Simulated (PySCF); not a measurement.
**Ionisation energy of Pr²⁵⁺ by level of theory**

Pr²⁵⁺ [Ar] 3d10 4s2 4p4 [4p1/2^2 4p3/2^2, M_J = 2] → Pr²⁶⁺ [Ar] 3d10 4s2 4p3 [4p1/2^2 4p3/2^1, M_J = 3/2], as a difference of total energies. Calculation: PySCF 2.14, in an uncontracted even-tempered set (17 s from 1.9 bohr⁻², ratio 2.8; 14 p from 2.5 bohr⁻², ratio 2.8; 8 d from 4.5 bohr⁻², ratio 2.8; 4 f from 13 bohr⁻², ratio 3); the two-component X2C-1e Hamiltonian. Correlated levels: [Ne] frozen; the 80 highest virtual spinors dropped. "Screened" scales the spin-orbit matrix elements by Boettger's factors to mimic the two-electron term; Breit and QED terms are absent.

```
                    method  ionisation energy (eV)
           GHF (spin-free)                  880.51
          GMP2 (spin-free)                  881.89
 GHF (screened spin-orbit)                  877.79
GMP2 (screened spin-orbit)                  878.63
```

Question: How much does correlation contribute at GMP2 (screened spin-orbit)?

Answer: 878.63 − (877.79) = 0.84 eV, measured against GHF (screened spin-orbit).

Breit and QED terms and the two-electron picture change are absent.

The spin-free rows relax to the high-spin LS determinant and lack the spin-orbit shift.

The labels give the starting determinants; with spin-orbit coupling the two ends relaxed to ⟨J²⟩ = 6.01, ⟨L²⟩ = 3.08, ⟨S²⟩ = 1.50 and ⟨J²⟩ = 3.75, ⟨L²⟩ = 2.17, ⟨S²⟩ = 1.73.

For comparison: 880 ± 4 eV (theoretical estimate listed by NIST; NIST Atomic Spectra Database, ionization energies).
